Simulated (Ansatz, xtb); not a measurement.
# Relative energy of two isomers of C3H8BNSi

Structure I is `B[Si](C)(C)C#N`, a singlet and structure II is `BC[Si@@H](C)C#N`, a singlet. Both are isolated molecules in the gas phase, relaxed with r2SCAN-D4/def2-SVP; the shapes shown needn't be the lowest conformers.

I (Å):

```yaml
atoms:
  - { symbol: C, position_ang: [-1.0308, -1.6513, -0.4846] }
  - { symbol: C, position_ang: [-0.6854, 1.4073, -0.8690] }
  - { symbol: C, position_ang: [-0.2064, 0.1163, 1.8060] }
  - { symbol: B, position_ang: [-3.2275, 0.3346, 0.7749] }
  - { symbol: N, position_ang: [0.4686, 0.1591, 2.7557] }
  - { symbol: Si, position_ang: [-1.2967, 0.0479, 0.2833] }
  - { symbol: H, position_ang: [-3.6174, 0.5425, 1.8970] }
  - { symbol: H, position_ang: [-4.0544, 0.3014, -0.1082] }
  - { symbol: H, position_ang: [-1.3318, -2.4614, 0.1973] }
  - { symbol: H, position_ang: [0.0338, -1.7928, -0.7310] }
  - { symbol: H, position_ang: [-1.6177, -1.7455, -1.4124] }
  - { symbol: H, position_ang: [0.3771, 1.2457, -1.1128] }
  - { symbol: H, position_ang: [-0.7812, 2.4050, -0.4139] }
  - { symbol: H, position_ang: [-1.2622, 1.3991, -1.8077] }
```

II (Å):

```xyz
14

C    -1.3270   -0.4933    3.2953
C    -0.2476    1.2466    0.9047
C     1.1934   -1.2657    1.7675
B    -0.5054    0.3799    4.2696
N     2.2476   -1.7515    1.8696
Si   -0.4880   -0.4700    1.6016
H    -0.7034    1.5720    4.3387
H     0.3890   -0.1003    4.9245
H    -1.3793   -1.5615    3.5675
H    -2.3392   -0.1043    3.0821
H    -1.2525   -1.3406    0.6633
H     0.1914    1.2007   -0.1039
H     0.4203    1.8456    1.5431
H    -1.2140    1.7716    0.8350
```

**Question.** Which of the two would you expect CCSD(T)/def2-SVP + ΔMP2/def2-TZVPP electronic energies to favour?

**Answer.** Structure II; the calculation gives E(II) − E(I) = −10.2 kcal/mol.

The same difference at several levels:

```tsv
level	geometry	E(II) − E(I) (kcal/mol)	departure from the last row (kcal/mol)	job, with rough time for the two
GFN2-xTB	GFN2-xTB	−12.2	−2.0	optimisation, 0.33 s
HF/STO-3G	GFN2-xTB	−6.7	+3.5	single point, 0.73 s
r2SCAN-D4/def2-SVP//GFN2-xTB	GFN2-xTB	−11.8	−1.6	single point, 6.1 s
r2SCAN-D4/def2-SVP	r2SCAN-D4/def2-SVP	−10.6	−0.4	optimisation, 77 s
HF/def2-SVP	r2SCAN-D4/def2-SVP	−9.8	+0.4	part of the CCSD(T) run
MP2/def2-SVP	r2SCAN-D4/def2-SVP	−11.8	−1.6	part of the CCSD(T) run
CCSD(T)/def2-SVP	r2SCAN-D4/def2-SVP	−10.5	−0.3	single point
CCSD(T)/def2-SVP + ΔMP2/def2-TZVPP	r2SCAN-D4/def2-SVP	−10.2		single point, 92 s
```

As drawn, II has 1 C–B, 1 Si–H in place of 1 B–Si, 1 C–H.

The levels shown agree on the order. The largest departure from CCSD(T)/def2-SVP + ΔMP2/def2-TZVPP is that of HF/STO-3G, 3.5 kcal/mol. The last row adds to CCSD(T) the change of the MP2 difference between the two basis sets, here +0.3 kcal/mol.

With thermal terms from frequencies at re-optimised GFN2-xTB minima (ideal gas, soft modes damped towards free rotors, one conformer each, 298.15 K, 1 atm): on the last row, ΔE + ΔZPE = −11.0, ΔH = −11.6, ΔG = −10.3 kcal/mol.

The correlated steps freeze 10 core orbitals. Mirror images aren't counted in ΔG. Programs: Ansatz 0.2.0, xtb 6.7.1; the last row on 2 threads of AMD EPYC 7R43 64-Core Processor (Zen 3) on a shared host.
